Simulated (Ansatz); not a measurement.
A nudged elastic band was laid between two geometries of AlF4H3OSi (10 atoms, charge 0, multiplicity 1).

Theory: Ansatz, RKS PBE-D4/def2-SVP.

```json
{"movable images": "5", "climbing image": "yes", "spring": "5.0 eV/Å²", "optimiser": "quadratic models (default)", "start path": "through a guess of the saddle point", "force threshold": "0.03 eV/Å", "iteration limit": "60", "end points": "relaxed"}
```

First end point:

```xyz
10
Properties=species:S:1:pos:R:3
Si -0.246 0.168 0.235
F 0.399 0.658 1.662
F 0.873 -0.905 -0.216
F -0.319 1.588 -0.532
F -1.321 -0.528 -1.206
O -1.699 -0.422 1.039
Al -2.823 -1.127 -0.359
H -2.854 -2.713 -0.274
H -4.056 -0.155 -0.596
H -1.710 -0.301 2.007
```

Last end point:

```xyz
10
Properties=species:S:1:pos:R:3
Si -0.210 -0.121 -0.456
F -0.660 0.825 2.344
F 0.940 -0.936 0.314
F 0.161 1.440 -0.522
F -0.258 -0.673 -1.974
O -1.684 -0.349 0.240
Al -3.181 -1.242 0.052
H -3.329 -2.185 -1.216
H -4.221 -0.976 1.220
H -1.315 0.479 1.754
```

**Question.** What changes between the two ends?

**Answer.** Bonds broken: Si1–F2, F5–Al7, O6–H10. Bonds formed: F2–H10. AlF4H3OSi becomes AlF3H2OSi + FH.

**Question.** Give the energies along the band, and the barrier.

**Answer.** The forces met the threshold. The highest image is number 4 of 0 to 6, 125.8 kJ/mol above the first end and 5.6 kJ/mol above the last; the last end lies 120.2 kJ/mol above the first. A vibrational analysis at the climbing image gives one clearly imaginary mode, 89i cm⁻¹: a first-order saddle point. The orbitals stay closed-shell, which can raise the energy where a bond breaks towards radicals; this wasn't checked here.

| image | path coordinate (Å) | energy (kJ/mol) | Si1–F2 (Å) | F5–Al7 (Å) | O6–H10 (Å) |
| --- | --- | --- | --- | --- | --- |
| 0 | 0.00 | 0.0 | 1.64 | 1.83 | 0.98 |
| 1 | 0.62 | 47.7 | 1.74 | 1.88 | 1.04 |
| 2 | 1.25 | 99.6 | 2.08 | 2.00 | 1.57 |
| 3 | 1.87 | 118.9 | 2.43 | 2.43 | 1.68 |
| 4 | 2.50 | 125.8 | 2.69 | 3.00 | 1.76 |
| 5 | 3.59 | 122.2 | 2.88 | 3.43 | 1.77 |
| 6 | 4.69 | 120.2 | 2.99 | 3.60 | 1.76 |

**Question.** What is the geometry of the highest image?

**Answer.** 
```xyz
10
Properties=species:S:1:pos:R:3
Si -0.373 -0.049 -0.320
F -0.161 0.656 2.271
F 0.925 -0.900 0.084
F -0.022 1.511 -0.449
F -0.808 -0.543 -1.818
O -1.724 -0.373 0.568
Al -3.144 -1.221 -0.070
H -2.966 -2.761 -0.409
H -4.475 -0.360 -0.128
H -1.008 0.301 2.030
```

**Question.** What are the harmonic wavenumbers there?

**Answer.** 89i, 60, 68, 88, 107, 171, 227, 254, 325, 343, 399, 500, 548, 588, 648, 717, 758, 848, 910, 1002, 1013, 1923, 1947, 3626 cm⁻¹.

The band took 30 iterations and roughly 12 core-minutes.

Run time: 3.1 min on 4 threads of AMD EPYC 7R43 64-Core Processor (Zen 3), with other jobs on the host, peak memory 0.2 GiB.
